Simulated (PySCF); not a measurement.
Computed IR spectrum (relative IR intensity) of a molecule C3H7BO2. Geometry optimised at B3LYP-D3(BJ)/def2-SVP. The values are those of a single conformer. Level of theory: B3LYP-D3(BJ)/def2-SVP (PySCF). Harmonic, unscaled wavenumbers; measured fundamentals usually lie a few per cent lower.

```csv
ν (cm⁻¹),relative intensity
442,3.6
585,3.9
600,25
742,3.1
840,8.1
847,9.7
899,23
996,11
999,19
1060,11
1104,11
1146,19
1155,8.7
1248,4.4
1267,16
1327,2.7
1452,2.2
1529,100
2983,20
2992,10.0
3023,18
3106,7.8
3112,7.5
3825,25
```

**Question.** Pick the molecule that these values belong to.
(A) CB1OC(C)O1
(B) C[C@H]1OCB1O
(C) OB1CC(O)C1
(D) CB1OC[C@H]1O

**Answer.** B, C[C@H]1OCB1O
